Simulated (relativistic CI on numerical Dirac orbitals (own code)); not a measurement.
**Spin-allowed bands of a d3 ion in an octahedral site, by hand**

Problem. A d3 ion in an octahedral site has a 4A2 ground term and spin-allowed bands at ν1 = 18800 and ν2 = 26742 cm⁻¹ (from a computed ligand-field model). Find Δ and the Racah parameter B, and predict the third band.

Working.
1. The F term splits into A2 (−1.2Δ), T2 (−0.2Δ) and T1 (+0.6Δ), so ν1 = E(T2) − E(A2) = Δ = 18800 cm⁻¹.
2. T1(F) mixes with T1(P), which lies at 15B, through an element 0.4Δ. The two roots, counted from A2, are ν2,3 = ½(15B + 3Δ) ∓ ½√[(15B − Δ)² + 12BΔ].
3. Solving the lower root for B gives B = (2ν1² + ν2² − 3ν1ν2)/(15ν2 − 27ν1) = -86234236/-106470 = 810 cm⁻¹.
4. The sum of the roots is 15B + 3Δ, so ν3 = 15B + 3ν1 − ν2 = 41807 cm⁻¹ (239 nm).

Check. The bands were computed by exact diagonalisation of the d3 shell with B = 810 and Δ = 18800 cm⁻¹, which gives ν3 = 41808 cm⁻¹. C does not enter the terms of highest spin.
